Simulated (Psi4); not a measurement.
Cr, septet. Base run: B3LYP/pcseg-1 (Psi4 1.11).

Geometry (Å):
```xyz
1

Cr     0.0000     0.0000     0.0000
```
Charge 0, spin multiplicity 7.
Orbitals are unrestricted.
All else is at Psi4's defaults (density fitting; Cartesian or spherical functions as each basis is defined).

The base run was repeated with changes; each row names its change, and settings that it needs were set with it.

```
change               basis functions       E (Eh)  core-seconds (rough)        outcome
-------------------  ---------------  -----------  --------------------  -------------
base                              31  -1044.32889                     4      converged
basis = STO-3G                    18  -1033.07191                     6      converged
basis = def2-SV(P)               [?]          [?]                     3      converged
basis = 3-21G                     29            -                     -  not converged
basis = 6-31G                     29          [?]                     3      converged
basis = 6-31G**                  [?]          [?]                     4      converged
basis = cc-pVDZ                   43  -1044.46679                    10      converged
basis = def2-TZVP                 45  -1044.44974                     5      converged
basis = aug-pcseg-1               47  -1044.33355                     5      converged
basis = def2-TZVPD                48  -1044.44978                     5      converged
basis = pcseg-2                   56  -1044.47388                     5      converged
basis = def2-TZVPP                64  -1044.45002                     5      converged
basis = aug-cc-pVTZ               93  -1044.47417                    20      converged
```

Task: Complete the blanks.

Result: 
- basis = def2-SV(P), basis functions: 24
- basis = def2-SV(P), E (Eh): -1044.30094
- basis = 6-31G, E (Eh): -1044.27871
- basis = 6-31G**, basis functions: 39
- basis = 6-31G**, E (Eh): -1044.28105

Totals compare only among sets that treat the same electrons; sets with core potentials leave the core out.

Open shells are given as the SCF converged; they aren't shown to be the lowest states, and a large step between rows can be another state.
